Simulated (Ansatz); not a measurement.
**[GeH3]− (SMILES [GeH3-]): methods side by side**

The species is [GeH3]− (4 atoms), meant as a singlet with charge -1. SMILES: `[GeH3-]`. Geometry: a GFN2-xTB relaxation, a rough one for these elements and not checked as a minimum.

```tsv
atom	x (Å)	y (Å)	z (Å)
Ge	0.4689	-0.2750	-0.5421
H	0.9350	0.1543	1.0892
H	-0.9409	-1.0906	0.1022
H	-0.4631	1.2113	-0.6494
```

Each level gives the energy change with the Ge1–H4 bond stretched from 1.758 to 2.197 Å (eV). The values are calculated.

| level | kind | program | value (eV) | less FCI/STO-3G |
| --- | --- | --- | --- | --- |
| HF/STO-3G (restricted) | Hartree–Fock | Ansatz | 1.95 | +0.44 |
| BLYP/STO-3G (restricted) | GGA | Ansatz | 1.49 | -0.02 |
| PBE/STO-3G (restricted) | GGA | Ansatz | 1.54 | +0.03 |
| B3LYP/STO-3G (restricted) | global hybrid | Ansatz | 1.61 | +0.10 |
| wB97X/STO-3G (restricted) | range-separated hybrid | Ansatz | 1.80 | +0.29 |
| RPA@PBE/STO-3G (restricted) | RPA | Ansatz | 1.36 | -0.15 |
| MP2/STO-3G (restricted) | perturbation theory | Ansatz | 1.71 | +0.20 |
| BCCD(T)/STO-3G (restricted) | coupled cluster or CI | Ansatz | 1.51 | 0.00 |
| CCSDT(Q)/STO-3G (restricted) | coupled cluster or CI | Ansatz | 1.51 | 0.00 |
| FCI/STO-3G | exact in the basis | Ansatz | 1.51 | 0.00 |

FCI/STO-3G is exact within its basis and frozen core, so for wave-function methods in that basis the difference is their error; functionals converge differently with the basis, so for them it is only a difference. All-electron rows without a relativistic Hamiltonian named are non-relativistic. Sets without diffuse functions describe the anion poorly. The first shape isn't each level's own minimum. The values span 1.36 to 1.95 eV. All rows use very small basis sets, so none should be taken for the real molecule's value. In the correlated wave-function rows the outer d shell of Ge is correlated, in sets not made for it.
